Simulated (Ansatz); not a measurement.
Input file for Ansatz (a program for electronic structure): U-CCSD(T)/cc-pVTZ on CH6BN (SMILES CBN), a point of a bond scan (R = 2.314 Å).

Ansatz 0.2 input:
```yaml
crystal:
  periodic: [false, false, false]
  atoms:
    - {symbol: B, position_ang: [-0.40473597, -0.13480654, 0.32621441]}
    - {symbol: H, position_ang: [-1.24160538, -0.47995243, 1.11052684]}
    - {symbol: C, position_ang: [1.10762713, -0.49998646, 0.54395436]}
    - {symbol: H, position_ang: [1.23440243, -1.58565610, 0.60751525]}
    - {symbol: H, position_ang: [1.46275122, -0.10660429, 1.50203988]}
    - {symbol: H, position_ang: [1.77496577, -0.12948036, -0.23901313]}
    - {symbol: N, position_ang: [-0.83495421, 0.59935740, -0.77786552]}
    - {symbol: H, position_ang: [-3.04898226, 1.16304862, -1.14471724]}
    - {symbol: H, position_ang: [-0.21034237, 0.93570230, -1.49344212]}
basis:
  gaussian:
    orbitals: cc-pVTZ
correlation: {method: ccsd_t, electrons: outside_noble_gas}
scf: {omitted_lower_state_checks: [cluster_reference]}
magnetization: {spin_polarized: true, initial_magnetization: 0}
```

The head of its log:

```
WARN ansatz: RAYON_NUM_THREADS=1 ignored (pool sized by the plan → 1); use --threads N
Functional definition: HF
these checks for a lower state are left out or cut short: cluster_reference
integrals: 0.89 GiB planned
972 factors; integrals over basis functions are off by at most 1.2e-3 eV
mean field: 0.48 GiB planned
mean field evaluation 1: about -3267.2560 eV, gradient 3.2e1 eV
mean field evaluation 2: about -3267.2567 eV, gradient 3.2e1 eV
mean field evaluation 4: about -3274.0981 eV, gradient 4.0e0 eV
mean field evaluation 8: about -3274.3171 eV, gradient 2.4e-1 eV
mean field evaluation 16: about -3274.3182 eV, gradient 2.6e-4 eV
mean field evaluation 32: about -3276.9936 eV, gradient 5.9e-3 eV
mean field evaluation 64: about -3276.9918 eV, gradient 2.9e-6 eV
mean field evaluation 96: about -3275.8705 eV, gradient 7.1e0 eV
mean field -3276.99183617 eV, -120.4272287542 hartree, gradient 2.2e-6 eV, S^2 0.948814; 12 other end points of the search recorded, 0 dependent functions left out
3 core orbitals not correlated
reference -3276.99183617 eV, -120.4272287542 hartree; 9, 9 occupied and 162, 162 virtual orbitals, 972 factors
```

Task: Predict the final total energy.

Result: -120.9493 hartree (reference determinant -120.4272, T1 diagnostic 0.030). Its determinant has ⟨S²⟩ = 0.95, a mixture of spin states.
